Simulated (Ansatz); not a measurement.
Ansatz (a quantum-chemistry and plane-wave program) input (wB97X/def2-TZVPD):

Ansatz 0.2 input:
```yaml
crystal:
  periodic: [false, false, false]
  atoms:
    - {symbol: Ta, position_ang: [-0.15800628, 0.32430224, 0.03407163]}
    - {symbol: O, position_ang: [0.21375173, 0.90171318, -1.53609472]}
    - {symbol: Cl, position_ang: [0.57790853, -1.81692759, 0.57656051]}
basis:
  gaussian:
    orbitals: def2-TZVPD
hamiltonian:
  xc: {name: wB97X}
total_charge: -1
magnetization: {spin_polarized: true, initial_magnetization: 1}
```

End of the output:

```
integrals: 0.07 GiB planned
857 factors; their error is unknown
integrals: 0.11 GiB planned
194 factors; integrals over basis functions are off by at most 3.8e-5 eV
mean field: 0.81 GiB planned
mean field evaluation 1: about -16121.5384 eV, gradient 2.7e1 eV
mean field evaluation 2: about -16109.0402 eV, gradient 6.8e1 eV
mean field evaluation 4: about -16125.0351 eV, gradient 1.8e0 eV
mean field evaluation 8: about -16125.0512 eV, gradient 2.2e-1 eV
mean field evaluation 16: about -16125.0788 eV, gradient 7.6e-3 eV
mean field evaluation 32: about -16125.0789 eV, gradient 8.6e-5 eV
mean field -16125.07885116 eV, -592.5857178090 hartree, gradient 9.0e-6 eV, S^2 0.756710; 5 other end points of the search recorded, 0 dependent functions left out
reference -16125.07881797 eV, -592.5857165896 hartree; 20, 19 occupied and 109, 110 virtual orbitals, 857 factors
Total energy: -16125.07881797 eV, -592.5857165896 hartree
```

This state (charge -1, doublet) is run at the relaxed geometry of the species with charge 0 and multiplicity 3.
